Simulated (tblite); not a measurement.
Compound: CH4BF3O2Si.
Structure used (GFN2-xTB), in Å, numbered top down from 1:
```
atom  x, y, z in Å
O1     1.4783    1.4208   -0.5192
B2     1.4164    0.2088    0.0742
O3     2.5767   -0.3502    0.4729
Si4   -0.1949   -0.8863    0.4620
C5    -1.7923    0.0160   -0.2707
F6    -2.3458   -0.6335   -1.3116
F7    -2.7768    0.2047    0.6251
F8    -1.4946    1.2622   -0.7456
H9     0.6726    1.8471   -0.8105
H10    3.3656    0.1696    0.2979
H11   -0.5923   -1.0522    1.8665
H12   -0.3118   -2.2077   -0.1671
```

Calculated harmonic vibrations of the isolated species, GFN2-xTB (tblite), most abundant isotopes, no scaling. This tight-binding method is rough: wavenumbers can miss measured ones by several per cent, in bad cases by 10 to 20. Modes of hydrogen on silicon can be 10 to 20 % off. One conformer, not necessarily the lowest. The optimisation stopped once no atom felt more than 0.01 eV/Å.

Lowest wavenumbers of the output (negative numbers stand for imaginary wavenumbers):
```
mode    cm-1
  1     -24.5
  2      40.2
  3     104.9
  4     202.4
  5     205.6
  6     240.2
  7     278.7
  8     372.7
  9     393.8
 10     448.8
 11     459.9
 12     511.7
 13     568.7
 14     605.6
 15     611.4
```

**Question.** Is this structure a minimum?

**Answer.** Not by this Hessian. 1 mode is imaginary beyond 20i (24i cm⁻¹), so at this level the point lies at or near a first-order saddle. The curvature is small, so loose convergence or finite differences may be the whole cause.

**Question.** Which atoms move in the imaginary mode?

**Answer.** 24i: F6 (fluorine of a CF3 group) 22 %, F7 (fluorine of a CF3 group) 20 %, Si4 (SiH2 silicon) 20 %, F8 (fluorine of a CF3 group) 14 %. These are shares of the mass-weighted motion.

**Question.** What is the remedy?

**Answer.** Step along that mode in both directions, optimise again with tighter thresholds and repeat the frequencies. The zero-point energy of this point (38.7 kcal/mol) counts the 29 real modes alone, and thermal corrections from it aren't those of a minimum.
